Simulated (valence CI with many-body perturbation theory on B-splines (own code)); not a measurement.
Results of a calculation; reference values are marked as such.
# Mo XXXVI: magnetic and hyperfine properties of the levels

Method: relativistic CI+MBPT: five valence electrons over a frozen Dirac-Fock core [He], radial functions for each j: 9 s, 9 p, 8 d, 6 f, 3 g, 1 h, with the one-electron correlation potential Σ1, the two-electron term Σ2, the three-electron term Σ3, Breit, model QED; selected CI, second order for the rest (own B-spline code, finite nucleus).

No measured spectrum was set against this ion. As an estimate, large intervals hold to a few tenths of a per cent, small ones and those within an open d or f shell to about a per cent. Among the levels kept, up to 2000 cm⁻¹ of a level comes from second order outside the variational space, and about a tenth of that is noise between levels of different J, which matters for small intervals.

A/g_I is the dipole constant over the nuclear g factor μ/I (μ in nuclear magnetons, uniformly magnetised nucleus), B/Q the quadrupole constant per barn. Both hold the static response of the core; the bare values leave it out. Large factors of s and p1/2 electrons are usually good to 5 to 10 %; those of open d and f shells near neutrality can be off by tens of per cent, and small factors of p3/2, d and f electrons come from cancelling terms and can be off by a factor of two or in sign, in half-filled shells by more. B is blank for J = 1/2, where it vanishes, and for nearly pure S terms. Energies count from the lowest level.

Levels are named by their leading jj configuration (3d3/2^4 stands for four electrons in 3d with j = 3/2), which in mixed levels can hold well under half, so a name can repeat and another be missing. Letters in brackets count levels of one name in rising energy.

```csv
Level,E (eV),g,A/g_I (MHz),A/g_I bare,B/Q (MHz/b),B/Q bare
(2s^2 2p1/2^2 2p3/2) J=3/2,0.0,1.440,116000,122000,202000,202000
(2s^2 2p1/2 2p3/2^2) J=3/2,98.7,1.402,12000,18000,70400,70500
(2s^2 2p1/2 2p3/2^2) J=5/2,114.5,1.189,263000,265000,-1320,-1320
(2s^2 2p1/2 2p3/2^2) J=1/2,135.6,0.652,783000,777000,,
(2s^2 2p3/2^3) J=3/2,234.6,1.262,140000,144000,-273000,-274000
(2s 2p1/2^2 2p3/2^2) J=5/2,253.3,1.520,588000,586000,126000,127000
(2s 2p1/2^2 2p3/2^2) J=1/2,299.5,2.272,2190000,2160000,,
(2s 2p1/2^2 2p3/2^2) J=3/2,300.3,1.319,-188000,-174000,-132000,-132000
(2s 2p1/2 2p3/2^3) J=3/2 [a],371.9,1.391,441000,439000,-195000,-195000
(2s 2p1/2 2p3/2^3) J=5/2,394.9,1.259,730000,722000,-374000,-375000
(2s 2p1/2 2p3/2^3) J=1/2,418.5,1.502,-375000,-357000,,
(2s 2p1/2 2p3/2^3) J=3/2 [b],430.4,1.126,62300,70800,27900,27900
(2s 2p3/2^4) J=1/2,535.2,1.529,2230000,2180000,,
(2p1/2^2 2p3/2^3) J=3/2,602.2,1.323,123000,131000,-244000,-245000
(2p1/2 2p3/2^4) J=1/2,715.2,0.652,786000,775000,,
(2s^2 2p1/2^2 3s) J=1/2,2653.2,2.058,673000,665000,,
(2s^2 2p1/2^2 3p1/2) J=1/2,2700.1,0.665,218000,216000,,
(2s^2 2p1/2^2 3p3/2) J=3/2,2738.7,1.339,37500,39100,58800,59000
(2s^2 2p1/2 2p3/2 3s) J=3/2 [a],2754.0,1.680,184000,186000,160000,161000
(2s^2 2p1/2 2p3/2 3s) J=1/2,2759.5,1.276,-258000,-245000,,
(2s^2 2p1/2 2p3/2 3s) J=5/2,2766.8,1.366,367000,367000,165000,165000
(2s^2 2p1/2 2p3/2 3s) J=3/2 [b],2770.9,1.014,241000,245000,108000,109000
(2s^2 2p1/2^2 3d3/2) J=3/2,2787.5,0.776,23000,22700,7910,8070
(2s^2 2p1/2 2p3/2 3p1/2) J=1/2,2800.7,1.676,-110000,-99400,,
(2s^2 2p1/2^2 3d5/2) J=5/2,2802.9,1.200,9520,9640,-2270,-2080
(2s^2 2p1/2 2p3/2 3p1/2) J=3/2 [a],2805.4,1.151,178000,181000,29400,29500
(2s^2 2p1/2 2p3/2 3p1/2) J=5/2,2814.7,1.121,278000,280000,158000,159000
(2s^2 2p1/2 2p3/2 3p1/2) J=3/2 [b],2831.2,1.409,183000,188000,188000,188000
(2s^2 2p1/2 2p3/2 3p3/2) J=5/2 [a],2834.1,1.427,6230,10300,260000,261000
(2s^2 2p1/2 2p3/2 3p3/2) J=1/2 [a],2837.5,1.742,-183000,-177000,,
(2s^2 2p1/2 2p3/2 3p3/2) J=3/2 [a],2842.3,1.213,227000,227000,-142000,-142000
(2s^2 2p1/2 2p3/2 3p3/2) J=7/2,2847.5,1.263,182000,184000,229000,230000
(2s^2 2p1/2 2p3/2 3p3/2) J=3/2 [b],2852.5,1.355,73500,77600,55000,55100
(2s^2 2p1/2 2p3/2 3p3/2) J=5/2 [b],2860.0,1.189,237000,238000,21900,22000
(2s^2 2p1/2 2p3/2 3p3/2) J=1/2 [b],2869.8,0.694,775000,771000,,
(2s^2 2p3/2^2 3s) J=5/2,2877.7,1.414,247000,249000,84600,84800
(2s^2 2p3/2^2 3s) J=3/2,2882.8,1.139,31000,37500,29600,29700
(2s 2p1/2^2 2p3/2 3s) J=5/2,2883.5,1.766,647000,645000,148000,148000
(2s^2 2p1/2 2p3/2 3d3/2) J=3/2 [a],2889.3,0.943,52500,53900,-120000,-120000
(2s^2 2p1/2 2p3/2 3d3/2) J=5/2 [a],2890.9,0.983,126000,127000,-39000,-39000
```

Task: Take the isotope of mass number 95, with I = 5/2, μ = -0.9132 μN and Q = -0.022 b. What is the hyperfine structure of (2s^2 2p1/2 2p3/2^2) J=1/2?

Result: From the table A = -286000 MHz. Shifts from the centre of gravity in MHz: F = 2: 500000, F = 3: -358000.
